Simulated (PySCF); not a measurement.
## Ionisation energy of Ta⁺ by level of theory

Ta⁺ [Xe] 4f14 5d3 6s1 (5F) → Ta²⁺ [Xe] 4f14 5d3 (4F), as a difference of total energies. Computed with PySCF 2.14 in cc-pVTZ-PP with ECP60MDF, with a scalar-relativistic core potential. Correlated levels: valence: 5s2 5p6 frozen. The calculations carry no spin-orbit coupling.

```json
{"method": "UHF", "ionisation energy (eV)": "14.190"}
{"method": "r2SCAN", "ionisation energy (eV)": "15.463"}
{"method": "B3LYP", "ionisation energy (eV)": "15.270"}
{"method": "MP2 (valence)", "ionisation energy (eV)": "14.555"}
{"method": "SCS-MP2 (valence)", "ionisation energy (eV)": "14.311"}
```

Question: How much does correlation contribute at MP2 (valence)?

Answer: 14.555 − (14.190) = 0.365 eV, measured against UHF.

The reference lies between the lowest fine-structure levels, while these numbers refer to the centres of the terms.

Errors of the correlated levels include the incompleteness of this basis and the frozen core.

For comparison: 16.2 ± 0.5 eV (semi-empirical (NIST evaluation); NIST Atomic Spectra Database, ionization energies).
